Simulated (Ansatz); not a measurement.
Mulliken charges of BH$_{3}$OZn, SMILES `[BH2][Zn][OH]` from r2SCAN/def2-TZVPP in Ansatz (PBE0-D4/def2-TZVP geometry).

```
atom   x (Å)   y (Å)   z (Å)  charge (e)
  B1  -1.106   0.409  -0.907       0.047
 Zn2   0.421  -0.027   0.368       0.273
  O3   1.765  -0.290   1.510      -0.522
  H4  -1.664  -0.437  -1.543       0.003
  H5  -1.498   1.529  -1.065       0.006
  H6   2.081  -1.185   1.636       0.192
```

**Question.** By hand: the dipole of these point charges (1 e Å = 4.8032 D).

**Answer.** Σ q r = (-0.473, -0.056, -0.427) e Å, of length 0.640 e Å = 3.07 D.

**Question.** How does the dipole of the full density compare? (Best estimate.)

**Answer.** Computed: (-0.183, -0.211, -0.197) e Å, 1.64 D; the point charges give 1.87 times that, at 33° from its direction.

Point charges leave out the atoms' own dipoles, such as those of lone pairs, and Mulliken's split depends on the basis, so the two needn't agree.
